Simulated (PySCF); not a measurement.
SMILES S[Se]N (H3NSSe) (CAM-B3LYP/def2-SVP optimised geometry):

```
6

Se    -0.804    -1.070     0.000
N      1.010    -1.070     0.000
H      1.431    -0.694    -0.845
H      1.428    -0.658     0.831
S     -1.431     1.070     0.000
H     -1.455     1.259    -1.339
```

Method: CAM-B3LYP/def2-TZVP (PySCF 2.14.0).

Question: What are the frontier orbital energies and the dipole moment?

Answer: HOMO-2 -9.36 eV, HOMO-1 -8.75 eV, HOMO -8.20 eV, LUMO 0.09 eV, LUMO+1 0.85 eV; dipole moment 1.71 D.

On the same geometry PBE/def2-TZVP in PySCF gives HOMO-2 -6.79 eV, HOMO-1 -6.14 eV, HOMO -5.67 eV, LUMO -1.85 eV, LUMO+1 -1.06 eV; dipole moment 1.79 D.

Meta-Löwdin charges at CAM-B3LYP/def2-TZVP: Se1 0.26, N2 -0.62, H3 0.23, H4 0.23, S5 -0.21, H6 0.09.
